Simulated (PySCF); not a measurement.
A core-ionisation job on `[SiH2]1[SiH2][SiH2][SiH2]1`.

Computed with delta-SCF UKS SCAN, pcX-2 on the ionised atom, pcseg-1 elsewhere, spin-free X2C (PySCF 2.14.0). Geometry: GFN2-xTB. A driver script takes a list of jobs; this job's settings line and coordinates (Å) are shown.

Input:
```
{"job": {"kind": "xps"}, "charge": 0, "multiplicity": 1}
Si     0.359987    -1.624374     0.093355
Si    -1.609267    -0.341410     0.257316
Si    -0.361361     1.622846    -0.107458
Si     1.608812     0.340954    -0.262107
H      0.710053    -2.416130     1.280835
H      0.403715    -2.621101    -0.985328
H     -2.316760    -0.417159     1.543150
H     -2.671238    -0.634259    -0.715319
H     -0.719287     2.411918    -1.294153
H     -0.397209     2.623446     0.967912
H      2.340037     0.424569    -1.533576
H      2.653715     0.630013     0.729345
```

Output:
```
ground state, core basis on atom 0 (Si), 154 functions
  cycle   1  E = -1165.01542073  |g| = 1.46e-01
  cycle   2  E = -1165.02086505  |g| = 5.63e-02
  cycle   3  E = -1165.02142934  |g| = 4.15e-02
  cycle   4  E = -1165.02209811  |g| = 4.55e-03
  cycle   5  E = -1165.02210937  |g| = 8.19e-04
  cycle   6  E = -1165.02210936  |g| = 1.40e-04
  E(ground) = -1165.10623155 Eh
hole in Si 1s of atom 0
  cycle   1  E = -1096.10108684  |g| = 4.35e+00
  cycle   2  E = -1096.01106573  |g| = 2.20e+00
  cycle   3  E = -1096.58154903  |g| = 8.60e-01
  cycle   4  E = -1097.10609697  |g| = 3.16e-01
  cycle   5  E = -1097.18462501  |g| = 5.09e-02
  cycle   6  E = -1097.18562195  |g| = 3.15e-02
  cycle   7  E = -1097.18639509  |g| = 7.41e-03
  cycle   8  E = -1097.18643754  |g| = 2.64e-03
  cycle   9  E = -1097.18644422  |g| = 4.49e-04
  E(ion) = -1097.27757204 Eh   <S^2> = 0.7526   hole on atom = 1.000   binding energy = 1845.712 eV
hole in Si 2p of atom 0
  cycle   1  E = -1160.75864532  |g| = 1.24e+00
  cycle   2  E = -1160.44754693  |g| = 1.20e+00
  cycle   3  E = -1161.03773886  |g| = 2.73e-01
  cycle   4  E = -1161.09851015  |g| = 8.90e-02
  cycle   5  E = -1161.10487827  |g| = 1.50e-02
  cycle   6  E = -1161.10503519  |g| = 6.87e-03
  cycle   7  E = -1161.10507296  |g| = 1.45e-03
  cycle   8  E = -1161.10507417  |g| = 5.07e-04
  cycle   9  E = -1161.10507470  |g| = 1.26e-04
  E(ion) = -1161.19986362 Eh   <S^2> = 0.7523   hole on atom = 1.002   binding energy = 106.298 eV
  2p3/2 = 106.085 eV   2p1/2 = 106.708 eV
```

Cycles run on a coarse grid; E(ground) and E(ion) are re-evaluated on a finer one, so they differ from the last cycle. For a 2p shell the printed binding energy is that of one 2p hole without spin–orbit coupling; the 2p3/2 and 2p1/2 values follow from a further step that adds the ground-state splitting of the three 2p orbitals and a mean-field spin–orbit operator, and the shell mean corrects the one hole to the average of the three. Atoms in this output count from 0.

How does the 1s binding energy of Si1 follow from the two total energies?

E(ion) − E(ground) = -1097.27757204 − (-1165.10623155) = 67.828660 Eh, times 27.211386 eV gives 1845.71 eV.

In short: Si1s of Si1 1845.71 eV; Si2p of Si1 106.29 eV (mean of the 2p shell); one atom stands for each set of equivalent ones.

Isolated species at its GFN2-xTB geometry, gas phase.

The run took 11 s of wall time on an Arm Neoverse V1 with one thread, shared host.
Labels such as C1 count atoms from 1, the log's own numbers from 0.
